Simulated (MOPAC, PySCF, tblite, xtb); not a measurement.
Breaking a bond: AuH, singlet.

Methods: GFN2-xTB, 300 K electronic temperature (tblite); GFN1-xTB (xtb); PM6, restricted, heats of formation (MOPAC); UCCSD(T) = PySCF with CCSD(T) on UHF/def2-SVP, def2 effective core potentials past Kr.

Energies relative to the lowest point of each curve near equilibrium, in kJ/mol; the last columns give the difference from UCCSD(T):

```json
[
 {"R / Å": "1.22", "GFN2-xTB": "62.6", "GFN1-xTB": "192.6", "PM6": "190.5", "UCCSD(T)": "161.7", "GFN2-xTB − UCCSD(T)": "-99.1", "GFN1-xTB − UCCSD(T)": "30.9", "PM6 − UCCSD(T)": "28.9"},
 {"R / Å": "1.30", "GFN2-xTB": "20.5", "GFN1-xTB": "75.9", "PM6": "85.5", "UCCSD(T)": "75.0", "GFN2-xTB − UCCSD(T)": "-54.5", "GFN1-xTB − UCCSD(T)": "0.9", "PM6 − UCCSD(T)": "10.5"},
 {"R / Å": "1.37", "GFN2-xTB": "4.0", "GFN1-xTB": "26.5", "PM6": "35.8", "UCCSD(T)": "31.1", "GFN2-xTB − UCCSD(T)": "-27.1", "GFN1-xTB − UCCSD(T)": "-4.6", "PM6 − UCCSD(T)": "4.7"},
 {"R / Å": "1.46", "GFN2-xTB": "0.0", "GFN1-xTB": "2.3", "PM6": "6.3", "UCCSD(T)": "4.6", "GFN2-xTB − UCCSD(T)": "-4.6", "GFN1-xTB − UCCSD(T)": "-2.2", "PM6 − UCCSD(T)": "1.8"},
 {"R / Å": "1.51", "GFN2-xTB": "3.1", "GFN1-xTB": "0.0", "PM6": "0.7", "UCCSD(T)": "0.1", "GFN2-xTB − UCCSD(T)": "3.0", "GFN1-xTB − UCCSD(T)": "-0.1", "PM6 − UCCSD(T)": "0.7"},
 {"R / Å": "1.54", "GFN2-xTB": "6.2", "GFN1-xTB": "1.0", "PM6": "0.0", "UCCSD(T)": "0.0", "GFN2-xTB − UCCSD(T)": "6.2", "GFN1-xTB − UCCSD(T)": "1.0", "PM6 − UCCSD(T)": "0.0"},
 {"R / Å": "1.59", "GFN2-xTB": "13.1", "GFN1-xTB": "5.4", "PM6": "2.2", "UCCSD(T)": "3.3", "GFN2-xTB − UCCSD(T)": "9.8", "GFN1-xTB − UCCSD(T)": "2.1", "PM6 − UCCSD(T)": "-1.1"},
 {"R / Å": "1.65", "GFN2-xTB": "23.3", "GFN1-xTB": "14.0", "PM6": "9.2", "UCCSD(T)": "11.6", "GFN2-xTB − UCCSD(T)": "11.6", "GFN1-xTB − UCCSD(T)": "2.3", "PM6 − UCCSD(T)": "-2.5"},
 {"R / Å": "1.68", "GFN2-xTB": "29.0", "GFN1-xTB": "19.2", "PM6": "14.1", "UCCSD(T)": "17.2", "GFN2-xTB − UCCSD(T)": "11.8", "GFN1-xTB − UCCSD(T)": "2.0", "PM6 − UCCSD(T)": "-3.1"},
 {"R / Å": "1.81", "GFN2-xTB": "56.9", "GFN1-xTB": "46.1", "PM6": "43.3", "UCCSD(T)": "47.7", "GFN2-xTB − UCCSD(T)": "9.2", "GFN1-xTB − UCCSD(T)": "-1.6", "PM6 − UCCSD(T)": "-4.4"},
 {"R / Å": "1.90", "GFN2-xTB": "77.9", "GFN1-xTB": "67.0", "PM6": "68.7", "UCCSD(T)": "72.0", "GFN2-xTB − UCCSD(T)": "5.9", "GFN1-xTB − UCCSD(T)": "-5.0", "PM6 − UCCSD(T)": "-3.3"},
 {"R / Å": "2.06", "GFN2-xTB": "116.9", "GFN1-xTB": "104.9", "PM6": "120.2", "UCCSD(T)": "118.4", "GFN2-xTB − UCCSD(T)": "-1.5", "GFN1-xTB − UCCSD(T)": "-13.5", "PM6 − UCCSD(T)": "1.8"},
 {"R / Å": "2.33", "GFN2-xTB": "184.8", "GFN1-xTB": "166.4", "PM6": "216.2", "UCCSD(T)": "186.9", "GFN2-xTB − UCCSD(T)": "-2.1", "GFN1-xTB − UCCSD(T)": "-20.4", "PM6 − UCCSD(T)": "29.4"},
 {"R / Å": "2.53", "GFN2-xTB": "232.7", "GFN1-xTB": "208.8", "PM6": "288.5", "UCCSD(T)": "226.2", "GFN2-xTB − UCCSD(T)": "6.5", "GFN1-xTB − UCCSD(T)": "-17.4", "PM6 − UCCSD(T)": "62.3"},
 {"R / Å": "2.78", "GFN2-xTB": "286.3", "GFN1-xTB": "256.0", "PM6": "373.4", "UCCSD(T)": "258.7", "GFN2-xTB − UCCSD(T)": "27.7", "GFN1-xTB − UCCSD(T)": "-2.7", "PM6 − UCCSD(T)": "114.7"},
 {"R / Å": "3.10", "GFN2-xTB": "342.0", "GFN1-xTB": "303.7", "PM6": "466.1", "UCCSD(T)": "276.6", "GFN2-xTB − UCCSD(T)": "65.4", "GFN1-xTB − UCCSD(T)": "27.1", "PM6 − UCCSD(T)": "189.5"},
 {"R / Å": "3.42", "GFN2-xTB": "382.5", "GFN1-xTB": "336.1", "PM6": "538.1", "UCCSD(T)": "282.5", "GFN2-xTB − UCCSD(T)": "100.0", "GFN1-xTB − UCCSD(T)": "53.6", "PM6 − UCCSD(T)": "255.7"},
 {"R / Å": "3.76", "GFN2-xTB": "411.1", "GFN1-xTB": "—", "PM6": "594.2", "UCCSD(T)": "284.6", "GFN2-xTB − UCCSD(T)": "126.5", "GFN1-xTB − UCCSD(T)": "—", "PM6 − UCCSD(T)": "309.5"},
 {"R / Å": "4.16", "GFN2-xTB": "—", "GFN1-xTB": "—", "PM6": "624.4", "UCCSD(T)": "285.5", "GFN2-xTB − UCCSD(T)": "—", "GFN1-xTB − UCCSD(T)": "—", "PM6 − UCCSD(T)": "338.9"},
 {"R / Å": "4.63", "GFN2-xTB": "—", "GFN1-xTB": "—", "PM6": "643.3", "UCCSD(T)": "285.9", "GFN2-xTB − UCCSD(T)": "—", "GFN1-xTB − UCCSD(T)": "—", "PM6 − UCCSD(T)": "357.3"},
 {"R / Å": "5.33", "GFN2-xTB": "—", "GFN1-xTB": "—", "PM6": "662.9", "UCCSD(T)": "286.1", "GFN2-xTB − UCCSD(T)": "—", "GFN1-xTB − UCCSD(T)": "—", "PM6 − UCCSD(T)": "376.8"},
 {"R / Å": "6.15", "GFN2-xTB": "—", "GFN1-xTB": "—", "PM6": "679.3", "UCCSD(T)": "286.2", "GFN2-xTB − UCCSD(T)": "—", "GFN1-xTB − UCCSD(T)": "—", "PM6 − UCCSD(T)": "393.2"}
]
```

GFN2-xTB is furthest from UCCSD(T) at 3.76 (126.5 kJ/mol, above); its mean absolute difference over the points is 31.8 kJ/mol.

GFN1-xTB is furthest from UCCSD(T) at 3.42 (53.6 kJ/mol, above); its mean absolute difference over the points is 11.0 kJ/mol.

PM6 is furthest from UCCSD(T) at 6.15 (393.2 kJ/mol, above); its mean absolute difference over the points is 113.2 kJ/mol.

A dash means that the run gave no value there, or that the column was ended at a point which the program doubted or which failed a test of continuity chosen for this set; such a test can also cut sound points.

The restricted form behind PM6 keeps the bonding electrons paired and can't separate into open-shell fragments. The unrestricted determinant behind UCCSD(T) is spin-contaminated at 2.06 to 6.15 Å (<S²> up to 1.0, against 0.00 for a pure singlet).
